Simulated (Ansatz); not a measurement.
Start from `C[NH][SnH]([F])[Cl]` and change one atom or group to get `[F][SnH]([Cl])[GeH3]`.

Ansatz, PBE0-D4/def2-TZVP geometries, multiplicity 1. Each molecule was computed in one conformer, which needn't be the lowest.

Elements past krypton have def2 core potentials. Scalar relativity is left out up to krypton.

```tsv
property	`C[NH][SnH]([F])[Cl]`
LUMO energy (PBE0/def2-TZVPP) / eV	-1.20
HOMO energy (PBE/def2-TZVPP) / eV	-6.03
ideal-gas entropy at 298 K and 1 bar (rigid rotor, harmonic PBE0-D4/def2-TZVP) / J/(mol·K)	385
HOMO–LUMO gap (B3LYP/def2-TZVPP) / eV	5.64
HOMO energy (PBE0/def2-TZVPP) / eV	-7.41
zero-point energy (PBE0-D4/def2-TZVP) / kJ/mol	168.1
```

Task: Give the same properties after the change, and the shifts. (Best estimate.)

Result: The calculation gave: 
| property | `[F][SnH]([Cl])[GeH3]` | shift |
| --- | --- | --- |
| LUMO energy (PBE0/def2-TZVPP) / eV | -1.29 | -0.09 |
| HOMO energy (PBE/def2-TZVPP) / eV | -7.18 | -1.15 |
| ideal-gas entropy at 298 K and 1 bar (rigid rotor, harmonic PBE0-D4/def2-TZVP) / J/(mol·K) | 391 | 6 |
| HOMO–LUMO gap (B3LYP/def2-TZVPP) / eV | 6.55 | 0.91 |
| HOMO energy (PBE0/def2-TZVPP) / eV | -8.38 | -0.97 |
| zero-point energy (PBE0-D4/def2-TZVP) / kJ/mol | 87.4 | -80.7 |

With PBE0 the HOMO falls by 0.97 eV and the LUMO falls by 0.09 eV, so the gap widens by about 0.88 eV. PBE moves the HOMO by -1.15 eV and ωB97M-V by -0.69 eV. The zero-point energy changes by -80.7 kJ/mol with -6 modes. Modes under 60 cm⁻¹, often nearly free rotors, make the harmonic entropy too high.

B3LYP here is the variant with VWN-RPA as its local correlation; programs differ in this.
